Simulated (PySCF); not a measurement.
**Fractional electron number in Br (bromine, neutral)**

The 4p beta orbital of [Ar] 3d10 4s2 4p5 is emptied in steps (occupation f), with all orbitals relaxed, ending at [Ar] 3d10 4s2 4p4. All numbers are calculated (PySCF 2.14, the non-relativistic Hamiltonian (point nucleus), in def2-SVP (5s4p3d, 32 functions)). The exact energy is a straight line in f; departures are measured from the line between the end points of the same method.

Question: Among UHF, LDA, PBE, PBE0, r2SCAN, LC-wPBE, BHandHLYP, wB97X, HSE06, MN15, which shows the largest delocalisation error (convex curve), and which is closest to linear?

Answer: Most convex: LDA (-1.155 eV at f = 0.4); closest to linear: LC-wPBE (-0.104 eV).

```json
{"f": "1", "UHF (eV)": "0.000", "LDA (eV)": "0.000", "PBE (eV)": "0.000", "PBE0 (eV)": "0.000", "r2SCAN (eV)": "0.000", "LC-wPBE (eV)": "0.000", "BHandHLYP (eV)": "0.000", "wB97X (eV)": "0.000", "HSE06 (eV)": "0.000", "MN15 (eV)": "0.000"}
{"f": "0.8", "UHF (eV)": "0.130", "LDA (eV)": "-0.771", "PBE (eV)": "-0.742", "PBE0 (eV)": "-0.526", "r2SCAN (eV)": "-0.692", "LC-wPBE (eV)": "-0.076", "BHandHLYP (eV)": "-0.331", "wB97X (eV)": "-0.149", "HSE06 (eV)": "-0.595", "MN15 (eV)": "-0.402"}
{"f": "0.6", "UHF (eV)": "0.192", "LDA (eV)": "-1.156", "PBE (eV)": "-1.111", "PBE0 (eV)": "-0.785", "r2SCAN (eV)": "-1.024", "LC-wPBE (eV)": "-0.109", "BHandHLYP (eV)": "-0.498", "wB97X (eV)": "-0.228", "HSE06 (eV)": "-0.890", "MN15 (eV)": "-0.595"}
{"f": "0.4", "UHF (eV)": "0.189", "LDA (eV)": "-1.155", "PBE (eV)": "-1.107", "PBE0 (eV)": "-0.780", "r2SCAN (eV)": "-1.006", "LC-wPBE (eV)": "-0.104", "BHandHLYP (eV)": "-0.499", "wB97X (eV)": "-0.235", "HSE06 (eV)": "-0.888", "MN15 (eV)": "-0.586"}
{"f": "0.2", "UHF (eV)": "0.124", "LDA (eV)": "-0.769", "PBE (eV)": "-0.734", "PBE0 (eV)": "-0.516", "r2SCAN (eV)": "-0.657", "LC-wPBE (eV)": "-0.066", "BHandHLYP (eV)": "-0.334", "wB97X (eV)": "-0.165", "HSE06 (eV)": "-0.590", "MN15 (eV)": "-0.383"}
{"f": "0", "UHF (eV)": "0.000", "LDA (eV)": "0.000", "PBE (eV)": "0.000", "PBE0 (eV)": "0.000", "r2SCAN (eV)": "0.000", "LC-wPBE (eV)": "0.000", "BHandHLYP (eV)": "0.000", "wB97X (eV)": "0.000", "HSE06 (eV)": "0.000", "MN15 (eV)": "0.000"}
```

| method | E(f=0) − E(f=1) (eV) | −ε at f=1 (eV) | −ε at f=0.4 (eV) |
| --- | --- | --- | --- |
| UHF | 10.804 | 11.629 | 10.632 |
| LDA | 12.053 | 7.238 | 13.020 |
| PBE | 11.779 | 7.129 | 12.724 |
| PBE0 | 11.834 | 8.535 | 12.509 |
| r2SCAN | 11.919 | 7.553 | 12.857 |
| LC-wPBE | 11.912 | 11.425 | 12.024 |
| BHandHLYP | 11.780 | 9.713 | 12.186 |
| wB97X | 11.907 | 10.988 | 12.054 |
| HSE06 | 11.850 | 8.121 | 12.603 |
| MN15 | 11.719 | 9.178 | 12.257 |

Reference removal energy between the ground levels: 11.814 eV (measured; NIST Atomic Spectra Database, ionization energies). The calculation has no spin-orbit coupling. UHF lacks correlation.
